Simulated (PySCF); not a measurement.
C4H5BO, SMILES C1OCB1C#C. Atoms are numbered in the order given.

```xyz
11

C      0.0000     0.0000     2.8922
C      0.0000     0.0000     1.6727
B      0.0000     0.0000     0.1662
C      0.0000    -1.0571    -1.0053
O      0.0000     0.0000    -1.9730
C      0.0000     1.0571    -1.0053
H      0.0000     0.0000     3.9681
H     -0.8916    -1.7093    -1.0852
H      0.8916    -1.7093    -1.0852
H      0.8916     1.7093    -1.0852
H     -0.8916     1.7093    -1.0852
```

Geometry: PBE0-D3(BJ)/def2-SVP. This is a generated structure with no PubChem entry under its InChIKey; it may be hypothetical.

These are PBE0-D3(BJ)/def2-SVP in PySCF values and carry that method's errors.

No scaling factor is applied to the harmonic values.

```
mode  ν (cm⁻¹)  IR (km/mol)  moving atoms (share of kinetic energy)
----  --------  -----------  --------------------------------------
1          113          3.8          O 39 %, C 25 %, H 20 %, B 16 %
2          152          0.1                  C 57 %, H 21 %, B 16 %
3          203          9.0                  H 44 %, C 39 %, B 11 %
4          376          8.5                  C 43 %, H 35 %, B 22 %
5          458          9.4                          C 80 %, H 15 %
6          503          0.0                          H 81 %, C 19 %
7          508          0.6                          C 74 %, O 17 %
8          684         43.0                          H 75 %, C 25 %
9          796         22.9                          H 74 %, C 26 %
10         796          3.6                  C 54 %, H 24 %, O 21 %
11         887         11.3                  B 36 %, H 35 %, C 27 %
12         981         14.5                  C 43 %, O 31 %, H 21 %
13        1002          3.2                  B 50 %, C 25 %, H 22 %
14        1093        138.7                   O 44 %, C 43 %, B 9 %
15        1135          0.0                                  H 93 %
16        1170          2.8                           H 85 %, O 8 %
17        1192         60.3          H 41 %, B 29 %, C 19 %, O 11 %
18        1232         20.7                          H 56 %, C 34 %
19        1352        121.0                  B 46 %, C 32 %, H 22 %
20        1402          8.4                                  H 94 %
21        1436         15.0                          H 90 %, C 10 %
22        2176         77.8                           C 89 %, H 9 %
23        3014         34.7                                  H 95 %
24        3028          4.0                                  H 94 %
25        3066         32.4                          H 90 %, C 10 %
26        3068          0.0                           H 91 %, C 9 %
27        3475         59.5                          H 86 %, C 14 %
```
